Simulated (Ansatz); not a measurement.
## Counterpoise correction, worked out

The pair of Cl⁻ (SMILES [Cl-], atom 1) and C$_{2}$H$_{4}$ (SMILES C=C, atoms 2–7), both closed shells, in one local arrangement (a lower one may exist), relaxed at PBE0-D4/def2-TZVPD:

Cl1  (0.412, 0.510, -3.338)
C2  (-0.361, -0.362, 0.030)
C3  (0.225, 0.193, 1.082)
H4  (-1.123, -1.126, 0.167)
H5  (-0.114, -0.084, -1.000)
H6  (0.986, 0.957, 0.957)
H7  (-0.026, -0.087, 2.103)
(Å)

Ansatz 0.2.0; basis: def2-TZVPPD; cores frozen in the correlated methods.

CCSD(T) total energies in eV:

| system | geometry | basis functions | energy |
| --- | --- | --- | --- |
| pair | pair | all | -14646.34072 |
| Cl⁻ | as in the pair | all (partner as ghosts) | -12511.64010 |
| C$_{2}$H$_{4}$ | as in the pair | all (partner as ghosts) | -2134.49420 |
| Cl⁻ | as in the pair | its own | -12511.60949 |
| C$_{2}$H$_{4}$ | as in the pair | its own | -2134.49171 |
| Cl⁻ | free (PBE0-D4 minimum) | its own | -12511.60949 |
| C$_{2}$H$_{4}$ | free (PBE0-D4 minimum) | its own | -2134.49516 |

Work out the interaction energy with and without the counterpoise correction, the superposition error, and the binding energy from the relaxed fragments.

Without correction: -14646.34072 − (-12511.60949) − (-2134.49171) = -0.23952 eV.
With correction (each fragment in the whole basis): -14646.34072 − (-12511.64010) − (-2134.49420) = -0.20642 eV = -4.76 kcal/mol.
The superposition error is the difference, 0.03310 eV, 14 % of the uncorrected value: each fragment borrows its partner's functions.
Deformation from the free shapes: 0.00000 eV for Cl⁻ and 0.00345 eV for C$_{2}$H$_{4}$.
Binding energy from relaxed fragments: -0.20642 + 0.00000 + 0.00345 = -0.20297 eV = -4.68 kcal/mol (electronic, without zero-point energy; negative means bound). For comparison, the corrected interaction energy by CCSD(T) at an estimated basis limit (MP2 extrapolated from triple and quadruple zeta, plus CCSD(T) − MP2 in triple zeta) is -0.227 eV; triple zeta with the correction binds less.

The T1 diagnostic stays at or below 0.011.

For scale, one of the runs: CCSD(T)/def2-TZVPPD, 193 basis functions, launched by `ansatz run in.yaml --threads 2 --pin off --events-out ev --progress --plain --max-ram 5222MiB`. Hardware: 2 CPU threads of an Arm Neoverse V1, shared host. Wall time 41 s; peak host memory 2.1 GiB.
